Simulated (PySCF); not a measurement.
H3TaS: one-bond stretch

All numbers come from PySCF, PBE0, basis Ta def2-TZVP with ECP60, S def2-TZVP, H def2-TZVP (scalar-relativistic core potentials, no spin–orbit coupling, density fitting).

Rigid scan from the singlet minimum (Ta–H 1.774 Å (×3), Ta–S 2.122 Å; H–Ta–H 114.8° (×3), H–Ta–S 103.3° (×3)). Coordinate: the bond from Ta to the last atom (H) scaled, the rest fixed. Energies in kJ/mol from the minimum.

```csv
scale of one bond,E (kJ/mol),dipole size (D)
0.92,15.0,2.60
0.96,3.4,2.51
1.00,0.0,2.42
1.05,4.5,2.33
1.12,22.1,2.22
1.20,52.3,2.15
1.35,121.1,2.17
1.55,213.2,–
1.80,309.7,–
2.20,416.0,–
```

At long bonds a restricted determinant can lie too high, and another spin state can fall below this curve.

With an element this heavy the missing spin–orbit coupling can shift these numbers.

Other isomers or separated fragments may lie lower.
